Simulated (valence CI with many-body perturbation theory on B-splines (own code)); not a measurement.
**Forbidden lines of Sb29+**

Level of theory: configuration interaction combined with many-body perturbation theory (CI+MBPT): four valence electrons over a frozen Dirac-Fock core [Ar], radial functions for each j: 7 s, 7 p, 8 d, 6 f, 4 g, 1 h, with the one-electron correlation potential Σ1, the two-electron term Σ2, the three-electron term Σ3, Breit, model QED; selected CI, second order for the rest, scaled by the run's own slope (own B-spline code, finite nucleus).

No measured spectrum was set against this ion. As an estimate, large intervals hold to a few tenths of a per cent, small ones and those within an open d or f shell to about a per cent. Only levels of the ground parity were solved; by the run's estimate the other parity begins above the list, which can be wrong where configurations are misplaced.

Lines 51 to 100 of 120 in falling wavelength, among levels below 675330 cm⁻¹, chosen from the decays that carry over 1 % of a level's rate. Wavelengths and rates use the calculated energies. S is in atomic units (e²a₀⁴ for E2 and M2, e²a₀⁶ for E3), for M1 in squared Bohr magnetons. Weak lines are less certain than strong ones. Lines between different terms over intervals too small for the method are left out, as are lines whose strength nearly cancels.

Levels are named by their leading jj configuration (3d3/2^4 stands for four electrons in 3d with j = 3/2), which in mixed levels can hold well under half, so a name can repeat and another be missing. Letters in brackets count levels of one name in rising energy.

| λ vac (nm) | Upper | Lower | Type | A (s⁻¹) | S (a.u.) |
| --- | --- | --- | --- | --- | --- |
| 95.42 | (3d3/2^2 3d5/2^2) J=2 [d] | (3d3/2^2 3d5/2^2) J=2 [b] | M1 | 5.42e+03 | 8.73e-01 |
| 94.42 | (3d3/2^2 3d5/2^2) J=0 [a] | (3d3/2^3 3d5/2) J=1 | M1 | 4.06e+04 | 1.27e+00 |
| 90.55 | (3d3/2 3d5/2^3) J=6 | (3d3/2^2 3d5/2^2) J=5 | M1 | 7.78e+03 | 2.78e+00 |
| 90.24 | (3d5/2^4) J=4 | (3d3/2 3d5/2^3) J=5 | M1 | 4.11e+03 | 1.01e+00 |
| 87.14 | (3d3/2 3d5/2^3) J=3 [b] | (3d3/2^2 3d5/2^2) J=3 [b] | M1 | 7.11e+03 | 1.22e+00 |
| 83.93 | (3d3/2 3d5/2^3) J=1 [a] | (3d3/2^2 3d5/2^2) J=2 [a] | M1 | 1.10e+04 | 7.23e-01 |
| 83.01 | (3d3/2 3d5/2^3) J=3 [b] | (3d3/2^2 3d5/2^2) J=2 [b] | M1 | 4.23e+03 | 6.27e-01 |
| 82.63 | (3d3/2^2 3d5/2^2) J=1 | (3d3/2^3 3d5/2) J=2 | M1 | 2.13e+04 | 1.34e+00 |
| 80.90 | (3d3/2^2 3d5/2^2) J=2 [e] | (3d3/2^2 3d5/2^2) J=3 [b] | M1 | 1.77e+03 | 1.74e-01 |
| 80.17 | (3d3/2^2 3d5/2^2) J=4 [b] | (3d3/2^3 3d5/2) J=4 | M1 | 4.09e+01 | 7.04e-03 |
| 78.88 | (3d3/2 3d5/2^3) J=3 [b] | (3d3/2^2 3d5/2^2) J=4 [b] | M1 | 3.31e+03 | 4.21e-01 |
| 78.83 | (3d3/2^2 3d5/2^2) J=4 [b] | (3d3/2^3 3d5/2) J=3 | M1 | 6.69e+02 | 1.09e-01 |
| 77.65 | (3d5/2^4) J=4 | (3d3/2 3d5/2^3) J=3 [a] | M1 | 1.28e+04 | 2.00e+00 |
| 77.33 | (3d3/2^2 3d5/2^2) J=2 [e] | (3d3/2^2 3d5/2^2) J=2 [b] | M1 | 5.02e+02 | 4.30e-02 |
| 75.09 | (3d3/2^2 3d5/2^2) J=2 [b] | (3d3/2^3 3d5/2) J=3 | M1 | 3.62e+02 | 2.84e-02 |
| 74.93 | (3d3/2^2 3d5/2^2) J=4 [c] | (3d3/2^2 3d5/2^2) J=5 | M1 | 1.00e+03 | 1.41e-01 |
| 74.16 | (3d3/2 3d5/2^3) J=0 | (3d3/2^2 3d5/2^2) J=1 | M1 | 3.05e+04 | 4.61e-01 |
| 73.96 | (3d3/2 3d5/2^3) J=3 [c] | (3d3/2^2 3d5/2^2) J=2 [c] | M1 | 3.54e+03 | 3.71e-01 |
| 73.38 | (3d3/2 3d5/2^3) J=5 | (3d3/2^2 3d5/2^2) J=4 [a] | M1 | 1.46e+03 | 2.35e-01 |
| 73.12 | (3d3/2^2 3d5/2^2) J=3 [b] | (3d3/2^3 3d5/2) J=4 | M1 | 9.30e+03 | 9.44e-01 |
| 72.40 | (3d3/2^2 3d5/2^2) J=2 [d] | (3d3/2^2 3d5/2^2) J=1 | M1 | 2.77e+03 | 1.95e-01 |
| 72.29 | (3d3/2 3d5/2^3) J=3 [c] | (3d3/2 3d5/2^3) J=3 [a] | M1 | 3.94e+02 | 3.87e-02 |
| 72.00 | (3d3/2^2 3d5/2^2) J=3 [b] | (3d3/2^3 3d5/2) J=3 | M1 | 3.95e+02 | 3.83e-02 |
| 71.59 | (3d3/2^2 3d5/2^2) J=2 [a] | (3d3/2^3 3d5/2) J=1 | M1 | 1.31e+04 | 8.88e-01 |
| 71.43 | (3d3/2 3d5/2^3) J=1 [b] | (3d3/2^2 3d5/2^2) J=2 [c] | M1 | 5.97e+03 | 2.42e-01 |
| 67.88 | (3d3/2^2 3d5/2^2) J=4 [c] | (3d3/2^2 3d5/2^2) J=3 [a] | M1 | 3.90e+03 | 4.07e-01 |
| 65.92 | (3d5/2^4) J=4 | (3d3/2 3d5/2^3) J=4 [a] | M1 | 2.90e+04 | 2.77e+00 |
| 65.71 | (3d3/2 3d5/2^3) J=4 [a] | (3d3/2^3 3d5/2) J=4 | M1 | 1.15e+03 | 1.09e-01 |
| 65.40 | (3d3/2 3d5/2^3) J=1 [a] | (3d3/2^2 3d5/2^2) J=0 [a] | M1 | 1.75e+04 | 5.44e-01 |
| 64.80 | (3d3/2 3d5/2^3) J=4 [a] | (3d3/2^3 3d5/2) J=3 | M1 | 5.03e+03 | 4.56e-01 |
| 64.79 | (3d3/2^2 3d5/2^2) J=2 [b] | (3d3/2^3 3d5/2) J=2 | M1 | 3.45e+02 | 1.74e-02 |
| 64.54 | (3d3/2^2 3d5/2^2) J=2 [d] | (3d3/2^2 3d5/2^2) J=2 [a] | M1 | 5.05e+02 | 2.52e-02 |
| 63.46 | (3d3/2^2 3d5/2^2) J=2 [d] | (3d3/2^2 3d5/2^2) J=3 [a] | M1 | 3.68e+03 | 1.74e-01 |
| 62.48 | (3d3/2^2 3d5/2^2) J=3 [b] | (3d3/2^3 3d5/2) J=2 | M1 | 6.33e+02 | 4.01e-02 |
| 62.02 | (3d3/2 3d5/2^3) J=3 [c] | (3d3/2 3d5/2^3) J=4 [a] | M1 | 2.61e+03 | 1.62e-01 |
| 61.49 | (3d3/2^2 3d5/2^2) J=2 [e] | (3d3/2^2 3d5/2^2) J=1 | M1 | 5.34e+03 | 2.30e-01 |
| 59.84 | (3d5/2^4) J=4 | (3d3/2^2 3d5/2^2) J=3 [b] | M1 | 6.01e+02 | 4.30e-02 |
| 59.24 | (3d3/2^2 3d5/2^2) J=4 [c] | (3d3/2^2 3d5/2^2) J=4 [a] | M1 | 4.10e+03 | 2.84e-01 |
| 58.61 | (3d3/2 3d5/2^3) J=3 [b] | (3d3/2^2 3d5/2^2) J=2 [a] | M1 | 3.16e+02 | 1.65e-02 |
| 57.72 | (3d3/2 3d5/2^3) J=3 [b] | (3d3/2^2 3d5/2^2) J=3 [a] | M1 | 3.27e+03 | 1.63e-01 |
| 56.43 | (3d3/2 3d5/2^3) J=3 [a] | (3d3/2^3 3d5/2) J=3 | M1 | 3.83e+03 | 1.79e-01 |
| 55.82 | (3d5/2^4) J=4 | (3d3/2^2 3d5/2^2) J=4 [b] | M1 | 2.06e+03 | 1.19e-01 |
| 55.72 | (3d3/2^2 3d5/2^2) J=2 [e] | (3d3/2^2 3d5/2^2) J=2 [a] | M1 | 2.63e+02 | 8.44e-03 |
| 55.45 | (3d3/2^2 3d5/2^2) J=2 [c] | (3d3/2^3 3d5/2) J=3 | M1 | 2.58e+04 | 8.16e-01 |
| 54.91 | (3d3/2^2 3d5/2^2) J=2 [e] | (3d3/2^2 3d5/2^2) J=3 [a] | M1 | 7.71e+03 | 2.37e-01 |
| 53.00 | (3d3/2 3d5/2^3) J=3 [c] | (3d3/2^2 3d5/2^2) J=4 [b] | M1 | 5.18e+02 | 2.00e-02 |
| 52.68 | (3d3/2^2 3d5/2^2) J=2 [b] | (3d3/2^3 3d5/2) J=1 | M1 | 2.07e+03 | 5.61e-02 |
| 51.80 | (3d3/2 3d5/2^3) J=5 | (3d3/2^3 3d5/2) J=4 | M1 | 5.19e+02 | 2.94e-02 |
| 51.35 | (3d3/2 3d5/2^3) J=3 [b] | (3d3/2^2 3d5/2^2) J=4 [a] | M1 | 4.11e+03 | 1.45e-01 |
| 50.41 | (3d3/2 3d5/2^3) J=3 [a] | (3d3/2^3 3d5/2) J=2 | M1 | 5.98e+03 | 1.99e-01 |
